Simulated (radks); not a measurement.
Numerical settings for the antimony ion Sb2+, [Kr] 4d10 5s2 5p1. Method: scalar-relativistic Kohn-Sham, PBE, spin-unpolarised, spherical densities, point nucleus; computed with a radial shooting solver on a logarithmic mesh with Libxc functionals. The defaults (mesh step 0.008 in ln r, mesh end at 40 bohr or more with all orbitals vanishing there, Anderson mixing 0.5 over 9 steps, residual threshold near 1e-9 with the energy settled to 1e-9 hartree or 1e-11 of itself, here a cap of 87 iterations) give E = -6480.5584 hartree and 5p at -20.082 eV in 14 iterations. Run on one thread of a shared host, so times are rough (Arm Neoverse V1): 0.13 s of CPU time, 0.13 s wall, 14 iterations on 2541 mesh points. Changes against that run (0 stands for a change within the tolerance of the run):

setting,iterations,converged,E (mhartree),e(5p) (meV),CPU (s)
mesh step in ln r 0.003,14,yes,0,0,0.32
mesh step in ln r 0.03,14,yes,+0.00517,0,0.04
mesh step in ln r 0.02,14,yes,+0.000349,0,0.06
mesh end (bohr) 8,14,yes,+0.0718,+4.79,0.12
mesh end (bohr) 5,14,yes,+24.2,+781,0.12
residual threshold 1e-16,87,no,0,0,0.34
residual threshold 0.1,10,yes,0,-0.162,0.1
mixing 0.05,17,yes,0,0,0.15
"linear mixing, mixing 0.2",87,yes,0,0,0.57
"linear mixing, mixing 0.5",30,yes,0,0,0.21
mixing history 20,19,yes,0,0,0.16
iteration cap 2,2,no,+983,-1.15e+04,0.03

Settings that end as converged yet miss the energy by more than 1 mhartree: mesh end (bohr) 5 (+0.0242 hartree). A mesh that ends early acts as a hard wall.
